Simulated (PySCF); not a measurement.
phosphine (H3P), singlet, at a GFN2-xTB geometry; BLYP/pcseg-1 run with PySCF.

The PySCF input:
```python
from pyscf import gto, scf, dft

mol = gto.Mole()
mol.atom = '''
    P    -0.00172480    0.00404332    0.12796810
    H    -0.00586361    1.13365438   -0.67649381
    H     1.01556265   -0.58418525   -0.60844934
    H    -0.98382709   -0.61011888   -0.63457837
'''
mol.basis = 'pcseg-1'
mol.verbose = 4
mol.build()

mf = dft.RKS(mol)
mf.xc = 'blyp'
mf.diis = False
mf.max_cycle = 100
mf.kernel()
```

It wrote (shortened):

```
PySCF version 2.14.0

[INPUT] verbose = 4
[INPUT] num. atoms = 4
[INPUT] num. electrons = 18
[INPUT] charge = 0
[INPUT] spin (= nelec alpha-beta = 2S) = 0
[INPUT] symmetry False subgroup None
[INPUT] Mole.unit = angstrom
[INPUT] Symbol           X                Y                Z      unit          X                Y                Z       unit  Magmom
[...]
nuclear repulsion = 17.9651164766885
number of shells = 9
number of NR pGTOs = 65
number of NR cGTOs = 33
basis = pcseg-1
ecp = {}

******** <class 'pyscf.dft.rks.RKS'> ********
method = RKS
initial guess = minao
damping factor = 0
level_shift factor = 0
DIIS disabled
SCF conv_tol = 1e-09
SCF conv_tol_grad = None
SCF max_cycles = 100
direct_scf = True
direct_scf_tol = 1e-13
XC library pyscf.dft.libxc version 7.1.2
    S. Lehtola, C. Steigemann, M. J. T. Oliveira, and M. A. L. Marques,  SoftwareX 7, 1–5 (2018)
XC functionals = blyp
    A. D. Becke,  Phys. Rev. A 38, 3098 (1988)
    C. Lee, W. Yang, and R. G. Parr,  Phys. Rev. B 37, 785 (1988)
    B. Miehlich, A. Savin, H. Stoll, and H. Preuss,  Chem. Phys. Lett. 157, 200 (1989)
radial grids:
    Treutler-Ahlrichs [JCP 102, 346 (1995); DOI:10.1063/1.469408] (M4) radial grids

becke partition: Becke, JCP 88, 2547 (1988); DOI:10.1063/1.454033
pruning grids: <function nwchem_prune>
grids dens level: 3
symmetrized grids: False
atomic radii adjust function: <function treutler_atomic_radii_adjust>
small_rho_cutoff = 0
Set gradient conv threshold to 3.16228e-05
Initial guess from minao.
tot grids = 48608
init E= -343.002590069936
[...]
cycle= 1 E= -343.109212629167  delta_E= -0.107  |g|= 0.0986  |ddm|= 1.76
[...]
cycle= 2 E= -343.110418358125  delta_E= -0.00121  |g|= 0.0926  |ddm|= 0.386
[...]
cycle= 3 E= -343.110016048888  delta_E= 0.000402  |g|=  0.1  |ddm|= 0.373
[...]
cycle= 4 E= -343.108954416098  delta_E= 0.00106  |g|= 0.114  |ddm|= 0.402
[...]
cycle= 5 E= -343.107301632268  delta_E= 0.00165  |g|= 0.131  |ddm|= 0.45
[...]
cycle= 6 E= -343.104975630349  delta_E= 0.00233  |g|= 0.152  |ddm|= 0.515
[...]
cycle= 7 E= -343.10152830534  delta_E= 0.00345  |g|= 0.18  |ddm|= 0.595
[...]
cycle= 8 E= -343.097156756787  delta_E= 0.00437  |g|= 0.208  |ddm|= 0.693
[...]
cycle= 9 E= -343.090431613736  delta_E= 0.00673  |g|= 0.247  |ddm|= 0.808
[...]
cycle= 10 E= -343.08251726635  delta_E= 0.00791  |g|= 0.285  |ddm|= 0.946
[...]
cycle= 11 E= -343.069712283888  delta_E= 0.0128  |g|= 0.339  |ddm|=  1.1
[...]
cycle= 12 E= -343.055915472159  delta_E= 0.0138  |g|= 0.386  |ddm|= 1.29
[...]
cycle= 13 E= -343.032251887345  delta_E= 0.0237  |g|= 0.46  |ddm|=  1.5
[...]
cycle= 14 E= -343.009643206116  delta_E= 0.0226  |g|= 0.515  |ddm|= 1.75
[...]
cycle= 15 E= -342.968082590253  delta_E= 0.0416  |g|= 0.613  |ddm|= 2.01
[...]
cycle= 16 E= -342.934547036614  delta_E= 0.0335  |g|= 0.672  |ddm|= 2.33
[...]
cycle= 17 E= -342.867273822924  delta_E= 0.0673  |g|= 0.794  |ddm|= 2.63
[...]
cycle= 18 E= -342.824083387209  delta_E= 0.0432  |g|= 0.846  |ddm|= 3.06
[...]
cycle= 19 E= -342.726546905582  delta_E= 0.0975  |g|= 0.987  |ddm|= 3.38
[...]
cycle= 20 E= -342.677498374789  delta_E= 0.049  |g|= 1.02  |ddm|= 4.02
[...]
cycle= 21 E= -342.550776294245  delta_E= 0.127  |g|= 1.18  |ddm|= 4.32
[...]
cycle= 22 E= -342.480082214852  delta_E= 0.0707  |g|=  1.2  |ddm|= 5.94
[...]
cycle= 23 E= -342.322379253227  delta_E= 0.158  |g|= 1.38  |ddm|= 6.17
[...]
cycle= 24 E= -342.054477094934  delta_E= 0.268  |g|= 1.43  |ddm|= 14.2
[...]
cycle= 25 E= -341.839559024947  delta_E= 0.215  |g|= 1.73  |ddm|= 14.3
[...]
cycle= 26 E= -341.342663939966  delta_E= 0.497  |g|= 1.56  |ddm|= 29.1
[...]
cycle= 27 E= -341.139077224238  delta_E= 0.204  |g|= 2.12  |ddm|= 29.2
[...]
cycle= 28 E= -341.111153661215  delta_E= 0.0279  |g|= 1.64  |ddm|=   30
[...]
cycle= 29 E= -340.906439701652  delta_E= 0.205  |g|= 2.22  |ddm|=   30
[...]
cycle= 30 E= -341.068904487975  delta_E= -0.162  |g|= 1.66  |ddm|= 29.6
[...]
cycle= 31 E= -340.856862354278  delta_E= 0.212  |g|= 2.25  |ddm|= 29.6
[...]
[...]
[...]
cycle= 50 E= -341.060855364183  delta_E= -0.218  |g|= 1.67  |ddm|= 29.3
[...]
cycle= 51 E= -340.843273482929  delta_E= 0.218  |g|= 2.25  |ddm|= 29.3
[...]
cycle= 52 E= -341.060855368581  delta_E= -0.218  |g|= 1.67  |ddm|= 29.3
[...]
cycle= 53 E= -340.843273444547  delta_E= 0.218  |g|= 2.25  |ddm|= 29.3
[...]
cycle= 54 E= -341.060855369963  delta_E= -0.218  |g|= 1.67  |ddm|= 29.3
[...]
cycle= 55 E= -340.843273432621  delta_E= 0.218  |g|= 2.25  |ddm|= 29.3
[...]
cycle= 56 E= -341.060855370398  delta_E= -0.218  |g|= 1.67  |ddm|= 29.3
[...]
cycle= 57 E= -340.843273428912  delta_E= 0.218  |g|= 2.25  |ddm|= 29.3
[...]
cycle= 58 E= -341.060855370534  delta_E= -0.218  |g|= 1.67  |ddm|= 29.3
[...]
cycle= 59 E= -340.843273427758  delta_E= 0.218  |g|= 2.25  |ddm|= 29.3
[...]
cycle= 60 E= -341.060855370578  delta_E= -0.218  |g|= 1.67  |ddm|= 29.3
[...]
cycle= 61 E= -340.8432734274  delta_E= 0.218  |g|= 2.25  |ddm|= 29.3
[...]
cycle= 62 E= -341.06085537059  delta_E= -0.218  |g|= 1.67  |ddm|= 29.3
[...]
cycle= 63 E= -340.843273427288  delta_E= 0.218  |g|= 2.25  |ddm|= 29.3
[...]
cycle= 64 E= -341.060855370595  delta_E= -0.218  |g|= 1.67  |ddm|= 29.3
[...]
cycle= 65 E= -340.843273427254  delta_E= 0.218  |g|= 2.25  |ddm|= 29.3
[...]
cycle= 66 E= -341.060855370596  delta_E= -0.218  |g|= 1.67  |ddm|= 29.3
[...]
cycle= 67 E= -340.843273427244  delta_E= 0.218  |g|= 2.25  |ddm|= 29.3
[...]
cycle= 68 E= -341.060855370596  delta_E= -0.218  |g|= 1.67  |ddm|= 29.3
[...]
cycle= 69 E= -340.843273427241  delta_E= 0.218  |g|= 2.25  |ddm|= 29.3
[...]
cycle= 70 E= -341.060855370598  delta_E= -0.218  |g|= 1.67  |ddm|= 29.3
[...]
cycle= 71 E= -340.84327342724  delta_E= 0.218  |g|= 2.25  |ddm|= 29.3
[...]
cycle= 72 E= -341.060855370598  delta_E= -0.218  |g|= 1.67  |ddm|= 29.3
[...]
cycle= 73 E= -340.84327342724  delta_E= 0.218  |g|= 2.25  |ddm|= 29.3
[...]
cycle= 74 E= -341.060855370598  delta_E= -0.218  |g|= 1.67  |ddm|= 29.3
[...]
cycle= 75 E= -340.84327342724  delta_E= 0.218  |g|= 2.25  |ddm|= 29.3
[...]
cycle= 76 E= -341.060855370598  delta_E= -0.218  |g|= 1.67  |ddm|= 29.3
[...]
cycle= 77 E= -340.84327342724  delta_E= 0.218  |g|= 2.25  |ddm|= 29.3
[...]
cycle= 78 E= -341.060855370597  delta_E= -0.218  |g|= 1.67  |ddm|= 29.3
[...]
cycle= 79 E= -340.843273427241  delta_E= 0.218  |g|= 2.25  |ddm|= 29.3
[...]
cycle= 80 E= -341.060855370598  delta_E= -0.218  |g|= 1.67  |ddm|= 29.3
[...]
cycle= 81 E= -340.84327342724  delta_E= 0.218  |g|= 2.25  |ddm|= 29.3
[...]
cycle= 82 E= -341.060855370597  delta_E= -0.218  |g|= 1.67  |ddm|= 29.3
[...]
cycle= 83 E= -340.84327342724  delta_E= 0.218  |g|= 2.25  |ddm|= 29.3
[...]
cycle= 84 E= -341.060855370598  delta_E= -0.218  |g|= 1.67  |ddm|= 29.3
[...]
cycle= 85 E= -340.843273427238  delta_E= 0.218  |g|= 2.25  |ddm|= 29.3
[...]
cycle= 86 E= -341.060855370598  delta_E= -0.218  |g|= 1.67  |ddm|= 29.3
[...]
cycle= 87 E= -340.843273427237  delta_E= 0.218  |g|= 2.25  |ddm|= 29.3
[...]
cycle= 88 E= -341.060855370598  delta_E= -0.218  |g|= 1.67  |ddm|= 29.3
[...]
cycle= 89 E= -340.843273427239  delta_E= 0.218  |g|= 2.25  |ddm|= 29.3
[...]
cycle= 90 E= -341.060855370596  delta_E= -0.218  |g|= 1.67  |ddm|= 29.3
[...]
cycle= 91 E= -340.84327342724  delta_E= 0.218  |g|= 2.25  |ddm|= 29.3
[...]
cycle= 92 E= -341.060855370597  delta_E= -0.218  |g|= 1.67  |ddm|= 29.3
[...]
cycle= 93 E= -340.843273427239  delta_E= 0.218  |g|= 2.25  |ddm|= 29.3
[...]
cycle= 94 E= -341.060855370598  delta_E= -0.218  |g|= 1.67  |ddm|= 29.3
[...]
cycle= 95 E= -340.843273427239  delta_E= 0.218  |g|= 2.25  |ddm|= 29.3
[...]
cycle= 96 E= -341.060855370598  delta_E= -0.218  |g|= 1.67  |ddm|= 29.3
[...]
cycle= 97 E= -340.843273427239  delta_E= 0.218  |g|= 2.25  |ddm|= 29.3
[...]
cycle= 98 E= -341.060855370597  delta_E= -0.218  |g|= 1.67  |ddm|= 29.3
[...]
cycle= 99 E= -340.843273427239  delta_E= 0.218  |g|= 2.25  |ddm|= 29.3
[...]
cycle= 100 E= -341.060855370596  delta_E= -0.218  |g|= 1.67  |ddm|= 29.3
SCF not converged.
SCF energy = -341.060855370596
```

The run did not converge; its last values are not results.
